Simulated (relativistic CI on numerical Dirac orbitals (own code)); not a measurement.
Calculated levels, Er35+

Calculated at this level of theory: Dirac-Coulomb-Breit CI, orbitals from a KLI potential per configuration, QED by a radiative potential, unscaled Slater integrals (own radial code, finite nucleus).

Configurations in the expansion (outside the closed core [Ar] 3d10): 4s²4p³, 4s4p⁴, 4s²4p²4d, 4p⁵, 4s4p³4d, 4s²4p²4f, 4s4p³4f, 4p⁴4d, 4s4p²4d², 4s²4p4d4f, 4p⁴4f, 4p³4d4f, 4s²4p²5s, 4s4p²4f², 4p⁴5s, 4s²4p²5p, 4s4p²4d5s, 4s²4p4f5s, 4s4p³5s, 4s²4p²5d, 4s4p³5p, 4s²4p²5f, 4s²4p²5g, 4s4p³5d, 4p³4f5s, 4s4p³5f, 4s²4p²6s, 4s²4p4d², 4s²4d³, 4s4p4d³, 4s²4d²4f, 4s4p4d²4f, 4s²4d²5s, 4p³4d², 4p²4d³, 4p²4d²4f, 4p²4d²5s, 4s²4p4f², 4s²4d4f², 4s4p4d4f², 4s²4f³, 4s4p4f³, 4s²4f²5s, 4p³4f², 4p²4d4f², 4p²4f³, 4p²4f²5s, 4s4p²4d4f, 4s4p4d4f5s, 4s²4p4d5s, 4s4p4d²5s, 4s²4d4f5s, 4s²4d5s², 4p³4d5s, 4p²4d4f5s, 4p²4d5s², 4s4p²4f5s, 4s4p4f²5s, 4s4p4f5s², 4s²4p5s², 4s4p4d5s², 4s²4f5s². Double excitations out of closed p, d and f shells are left out; levels of such configurations are missing from the list, as are those of other unlisted configurations, and high levels can miss mixing partners. These lack a partner that the ground configuration has and come out too high: 4s²4p²5p, 4s²4p²5d, 4s4p³5p, 4s²4p²5f, 4s²4p²5g.

The lowest level is 4s²4p³ ²P°3/2, with 45 % of that term; Hund's rules for 4s²4p³ give ⁴S° with J = 3/2, of which the calculation keeps J, while another term leads.

```csv
No.,Configuration,Term,J,E (eV),%,Next component (%),Landé g,jj configuration (%)
1,4s²4p³,²P°,3/2,0.000,45,28 ⁴S°,1.384,4p3/2 (98)
2,4s²4p³,⁴S°,3/2,54.611,53,45 ²D°,1.447,4p1/2 4p3/2^2 (98)
3,4s²4p³,²D°,5/2,59.566,99,1 4s4p³4d ²D°,1.196,4p1/2 4p3/2^2 (99)
4,4s²4p³,²P°,1/2,65.748,98,1 4s²4p4d² ²P°,0.661,4p1/2 4p3/2^2 (98)
5,4s²4p³,²P°,3/2,121.189,53,28 ²D°,1.294,4p3/2^3 (98)
6,4s²4p²4d,²D,3/2,131.930,33,33 ⁴F,0.824,4p1/2^2 4d3/2 (90)
7,4s4p⁴,⁴P,5/2,134.855,65,20 ²D,1.479,4s 4p3/2^2 (84)
8,4s4p⁴,²S,1/2,150.916,53,35 ⁴P,2.171,4s 4p3/2^2 (90)
9,4s²4p²4d,⁴D,5/2,153.808,23,23 ²D,1.211,4p1/2^2 4d5/2 (82)
10,4s4p⁴,²D,3/2,153.815,31,30 ²P,1.140,4s 4p3/2^2 (77)
11,4s²4p²4d,⁴F,3/2,186.339,29,27 ⁴D,0.955,4p1/2 4p3/2 4d3/2 (86)
12,4s²4p²4d,²F,5/2,186.873,44,43 ⁴F,0.981,4p1/2 4p3/2 4d3/2 (94)
13,4s²4p²4d,⁴D,1/2,187.115,74,16 ²P,0.271,4p1/2 4p3/2 4d3/2 (94)
14,4s4p⁴,⁴P,3/2,191.260,51,22 4s²4p²4d ²P,1.493,4s 4p1/2 4p3/2^3 (61)
15,4s²4p²4d,²G,7/2,191.877,42,27 ²F,1.064,4p1/2 4p3/2 4d3/2 (92)
16,4s4p⁴,²D,5/2,197.050,39,20 4s²4p²4d ²D,1.210,4s 4p1/2 4p3/2^3 (53)
17,4s²4p²4d,⁴D,7/2,199.732,47,36 ⁴F,1.311,4p1/2 4p3/2 4d5/2 (99)
18,4s²4p²4d,²P,1/2,204.884,31,25 ⁴P,1.394,4p1/2 4p3/2 4d3/2 (60)
19,4s²4p²4d,²G,9/2,205.126,57,42 ⁴F,1.203,4p1/2 4p3/2 4d5/2 (98)
20,4s²4p²4d,⁴P,5/2,205.138,34,26 ²D,1.262,4p1/2 4p3/2 4d3/2 (67)
21,4s²4p²4d,²D,3/2,206.141,32,22 ²P,1.194,4p1/2 4p3/2 4d3/2 (80)
22,4s²4p²4d,⁴D,3/2,209.886,32,24 4s4p⁴ ²D,1.172,4p1/2 4p3/2 4d5/2 (50)
23,4s²4p²4d,²S,1/2,213.342,35,20 4s4p⁴ ⁴P,1.808,4s 4p1/2 4p3/2^3 (32)
24,4s²4p²4d,⁴D,5/2,215.016,33,28 ²F,1.172,4p1/2 4p3/2 4d5/2 (46)
25,4s²4p²4d,²F,7/2,216.794,42,32 ²G,1.094,4p1/2 4p3/2 4d5/2 (85)
26,4s²4p²4d,²P,3/2,218.752,40,20 4s4p⁴ ²P,1.275,4p1/2 4p3/2 4d5/2 (64)
27,4s²4p²4d,²D,5/2,220.705,48,21 ⁴P,1.221,4p1/2 4p3/2 4d5/2 (77)
28,4s²4p²4d,²D,3/2,223.638,44,18 4s4p⁴ ²P,0.948,4p1/2 4p3/2 4d5/2 (42)
29,4s²4p²4d,²P,1/2,227.940,57,16 4s4p⁴ ²P,1.074,4p1/2 4p3/2 4d5/2 (61)
30,4s²4p²4d,²S,1/2,257.956,27,21 ⁴P,1.782,4p3/2^2 4d5/2 (37)
```

Energies count from the lowest computed level; ° marks odd parity. Filled j subshells are mostly left out of the jj labels.

The mean weight of the leading LS term, summed over parents, in these 30 levels is 46 %, and that of the leading jj configuration (from the same eigenvectors) 76 %, so jj coupling describes them better and the LS labels are nominal.

At this charge energies of transitions that change n are usually good to better than 1 %, and those within a shell (Δn = 0) to a few per cent.

LS names give the leading component of a level, which can be under half, so a name can repeat, a term be missing and a line seem to break the LS rules.
